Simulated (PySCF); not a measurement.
`C=C(F)/C(F)=C\Br`, C₄H₃BrF₂

Geometry:
```csv
atom,x (Å),y (Å),z (Å)
C1,-1.811,0.581,0.056
C2,-0.729,-0.192,0.171
F3,-0.820,-1.431,0.643
C4,0.623,0.225,-0.195
F5,0.649,1.466,-0.692
C6,1.798,-0.415,-0.104
Br7,2.115,-2.129,0.540
H8,-2.787,0.197,0.351
H9,-1.719,1.593,-0.334
H10,2.691,0.113,-0.445
```

Method: TDDFT CAM-B3LYP/def2-TZVPD circular dichroism and optical rotation, one conformer, gas phase in PySCF 2.14.0. Geometry: PBE0-D3(BJ)/def2-SVP.

The calculation is non-relativistic, which matters for the atoms heavier than Zn. No stereocentre is labelled: unless the shape is locked (an allene, a helicene, a hindered biaryl), the mirror image is equally populated and a measured rotation or CD is zero.

(1) Give the optical rotatory dispersion at 633, 589.3, 546, 436, 405, 365, 355 nm.

(2) And for the mirror image at 589.3 nm?

(3) What is the molar rotation [Φ] = [α]·M/100 of the geometry above at 589.3 nm?

## Answers

(1) [α] in deg dm⁻¹ (g/mL)⁻¹:
```csv
λ (nm),origin-invariant length gauge,modified velocity gauge,length gauge (centre of mass),isotropic polarisability (au)
633,+3.2,+3.1,+3.1,83.0
589.3,+3.9,+3.8,+3.8,83.7
546,+4.8,+4.8,+4.8,84.6
436,+10.3,+10.2,+10.3,88.9
405,+13.9,+13.7,+13.8,91.1
365,+22.2,+21.9,+22.1,95.5
355,+25.6,+25.3,+25.5,97.0
```

(2) -3.9 deg dm⁻¹ (g/mL)⁻¹ (origin-invariant length gauge): the same size and the opposite sign.

(3) With M = 168.97 g/mol, +6.5 deg cm² dmol⁻¹ (origin-invariant length gauge).

The first excitation lies at 5.23 eV (237 nm) with R = +2.1 × 10⁻⁴⁰ esu² cm² (velocity form).
